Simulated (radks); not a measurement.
Question: The table gives one normalised radial function P(r) = r R(r) of O4+ in 1s1 2s2 3s1 (r in bohr). All-electron calculation, non-relativistic Kohn-Sham, PBE, spin-unpolarised, spherical densities, point nucleus. Program: a radial shooting solver on a logarithmic mesh with Libxc functionals.

| r | P |
|---|---|
| 0.006275 | 0.0380 |
| 0.007978 | 0.0476 |
| 0.01022 | 0.0599 |
| 0.013 | 0.0744 |
| 0.01652 | 0.0919 |
| 0.021 | 0.1125 |
| 0.02691 | 0.1371 |
| 0.03421 | 0.1637 |
| 0.04349 | 0.1918 |
| 0.05529 | 0.2193 |
| 0.07085 | 0.2428 |
| 0.09007 | 0.2550 |
| 0.1145 | 0.2489 |
| 0.1456 | 0.2151 |
| 0.1865 | 0.1416 |
| 0.2371 | 0.0285 |
| 0.3015 | -0.1199 |
| 0.3832 | -0.2802 |
| 0.4911 | -0.4114 |
| 0.6243 | -0.4394 |
| 0.7936 | -0.3113 |
| 1.009 | -0.0191 |
| 1.293 | 0.3721 |
| 1.644 | 0.6845 |
| 2.089 | 0.7860 |
| 2.656 | 0.6314 |
| 3.404 | 0.3484 |
| 4.327 | 0.1303 |
| 5.501 | 0.0298 |
| 6.993 | 0.0037 |
| 8.961 | 0.0002 |
| 11.39 | 0.0000 |

Which n and l does it have? It may be an empty orbital.

Answer: n = 3, l = 0: the number of nodes gives n - l - 1 = 2, the rise at small r (about r^(l+1)) gives l, and the extent must fit the shell. The curve is that of 3s. 3s: eigenvalue -43.112 eV, 2 radial nodes at r = 0.249, 1.02 bohr, <r> = 2.17 bohr, 90 % of the charge inside 3.13 bohr.
